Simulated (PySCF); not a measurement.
SiClF2I, SMILES F[Si](F)(Cl)I. Coordinates come from a B3LYP-D3(BJ)/def2-SVP optimisation. The def2 effective core potentials stand for the cores of I; spin–orbit coupling is left out.

All values below come from B3LYP-D3(BJ)/def2-SVP run with PySCF.

Harmonic wavenumbers (cm⁻¹): 127, 171, 222, 241, 292, 410, 600, 894, 978. Rotational constants (GHz): 2.672, 0.8995, 0.8096; symmetry number 1.

### Question
Work out the zero-point energy and the ideal-gas rigid-rotor harmonic-oscillator thermochemistry at 298.15 K and 1 atm.

### Answer
ZPE = ½ Σ hcν = ½ × 3936 cm⁻¹ = 23.54 kJ/mol. H − E(el) = 42.13 kJ/mol. Entropy in J/(mol K): translation 176.48, rotation 123.39, vibration 51.15, total 351.03. G − E(el) = -62.53 kJ/mol. Cp = 85.42 J/(mol K). Modes under 150 cm⁻¹ make the vibrational entropy uncertain.
